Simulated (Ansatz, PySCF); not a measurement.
Constitutional and geometric isomers with formula CH6OSi2. Isolated molecules, 0 K electronic values unless said otherwise. One relaxed conformer stands for each flexible species; it need not be the lowest. Strings in code marks are SMILES. Quantity: electronic energy of isomers of CH6OSi2 relative to `C=[SiH]O[SiH3]` (C–Si–O–Si torsion 1°). Level 1: PBE-D3(BJ)/def2-TZVP // B3LYP-D3(BJ)/def2-TZVP (PySCF). Level 2: frozen-core CCSD(T)/cc-pVTZ // B3LYP-D3(BJ)/def2-TZVP (Ansatz, an electronic-structure program).

```
case                                         level 1 (kcal/mol)  level 2 (kcal/mol)
-------------------------------------------  ------------------  ------------------
`C[SiH2][SiH]=O` (C–Si–Si–O torsion 0°)                     6.7                13.1
`O/[SiH]=C/[SiH3]` (H–O–Si–C torsion 180°)                 14.8                17.0
`C=[Si](O)[SiH3]` (Si–Si–O–H torsion 180°)                 15.8            withheld
`[SiH3][C@@H]1O[SiH2]1`                                    32.2                36.6
`CO[SiH]=[SiH2]` (C–O–Si–Si torsion 142°)                  33.5                40.1
`OC(=[SiH2])[SiH3]` (H–O–C–Si torsion 161°)                58.8                65.1
```

**Question.** Fit level 2 = a + b·x to the 5 complete rows by least squares, with x = level 1 in kcal/mol. Give a, b and the rms residual, and predict the withheld value.

**Answer.** Means of the 5 rows: x̄ = 29.2, ȳ = 34.38 kcal/mol. Σ(x − x̄)² = 1617.3 and Σ(x − x̄)(y − ȳ) = 1669.6, so b = 1.032 and a = ȳ − b·x̄ = 4.25 kcal/mol. The rms residual is 1.58 kcal/mol. At x = 15.8 the line gives 20.6 kcal/mol. The run for `C=[Si](O)[SiH3]` (Si–Si–O–H torsion 180°) gave 20.2 kcal/mol, so the line is off by 0.4 kcal/mol, within twice the rms residual.

Codes: Ansatz, PySCF.
